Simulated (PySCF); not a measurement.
ZnH and its ions

UHF-MP2; basis Zn pcseg-1, H pcseg-1; no relativity; PySCF 2.14. Neutral (UHF): doublet (σ ↑), Re = 1.596 Å, ωe = 1750 cm⁻¹, De = 0.88 eV.

ZnH⁺ (RHF): singlet (closed shell), Re = 1.527 Å, ωe = 2027 cm⁻¹, De = 2.10 eV to Zn⁺ + H. The energies at the minima are -1778.39137 hartree for ZnH and -1778.11979 for ZnH⁺.

(1) Work out the adiabatic ionisation energy, without and with harmonic zero-point energies (1 hartree = 27.2114 eV, 1 eV = 8065.5 cm⁻¹), and the change of the bond length.

Correlated steps freeze 5 core orbitals. Correlated levels converge slowly with the basis: in double zeta they bind strong bonds too weakly, by up to about 1 eV, and carry superposition errors of some tenths. For an ion De counts to the pair picked by the measured ionisation energies or electron affinities, which need not be the lowest pair at this level. Where the molecule has an RHF reference, its open-shell atoms are computed with UHF. States were picked by a PBE0 search and need not be the measured ground states.

Neutral and ion stand on different kinds of reference determinant, which adds to the error of the difference.

Results:

(1) At MP2: 0.27158 hartree = 7.390 eV between the minima; the zero-point term (2027.0 − 1750.0)/2 cm⁻¹ = +0.017 eV makes it 7.407 eV. Re changes by -6.9 pm against the neutral. The electron leaves a σ orbital, and the shorter bond of the ion fits an antibonding orbital, or a change in how ionic the bond is.
